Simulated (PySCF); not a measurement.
Cartesian coordinates in Å; atom numbers follow the order of the lines, from 1:
```xyz
20

C     1.0549   -1.0358   -0.9658
C     0.6493   -0.4217    0.3696
C     1.7537    0.4937    0.8677
F     1.4367    1.0307    2.0931
C    -0.7034    0.3137    0.3631
C    -0.8784    1.3244   -0.7639
C    -1.8801   -0.6408    0.3904
F    -1.7495   -1.5439    1.3897
F    -1.9849   -1.3420   -0.7688
H     1.9926   -1.6041   -0.8633
H     1.2184   -0.2662   -1.7367
H     0.2825   -1.7215   -1.3367
H     0.5588   -1.2312    1.1131
H     1.9332    1.3255    0.1628
H     2.6948   -0.0732    0.9703
H    -0.7608    0.8477    1.3266
H    -0.0505    2.0477   -0.7842
H    -0.9262    0.8299   -1.7447
H    -1.8079    1.9004   -0.6357
H    -2.8360   -0.1060    0.5390
```

Geometry: PBE0-D3(BJ)/def2-SVP; GIAO shifts from PySCF, gas phase, non-relativistic, averaged over equivalent atoms.

At wB97X-D/pcSseg-1 (208 basis functions, 87 s wall time on 1 thread of an Arm Neoverse N1, shared host):
```csv
atoms,δ (ppm)
C7,122.7
C3,85.3
C5,35.2
C2,30.2
C1,11.4
C6,8.5
F8,-130.9
F9,-139.9
F4,-234.4
H20,5.77
H15,4.27
H14,4.02
H13,2.36
H16,1.94
H17/H18/H19,0.92
H10/H11/H12,0.84
```

Shifts are taken against calculated references (same method and geometry level): TMS for $^{13}$C (184.54 ppm), $^{1}$H (31.38 ppm); $^{19}$F (187.16 ppm) against CFCl3.

Q: Estimate the result of repeating the calculation with PBE0/pcSseg-1.

A: 
```tsv
atoms	δ at PBE0/pcSseg-1	change
C7	122.8	+0.1
C3	85.1	-0.2
C5	35.3	+0.1
C2	30.5	+0.3
C1	11.0	-0.4
C6	7.8	-0.7
F8	-136.9	-6.0
F9	-145.9	-6.0
F4	-240.7	-6.3
H20	5.83	+0.06
H15	4.28	+0.01
H14	4.04	+0.02
H13	2.41	+0.05
H16	1.97	+0.03
H17/H18/H19	0.90	-0.02
H10/H11/H12	0.82	-0.02
```

Scale: $^{13}$C (184.41 ppm), $^{1}$H (31.27 ppm) vs TMS; $^{19}$F (177.25 ppm) vs CFCl3 (reference shieldings calculated alike).

The largest change is at F4 (fluorine on an sp3 carbon). Cost: 208 basis functions, 84 s wall time on 1 thread of an Arm Neoverse N1, shared host. The order of the carbon signals is the same at both levels.

Unscaled 19F shifts against computed CFCl3 carry errors that often reach 10 to 50 ppm.
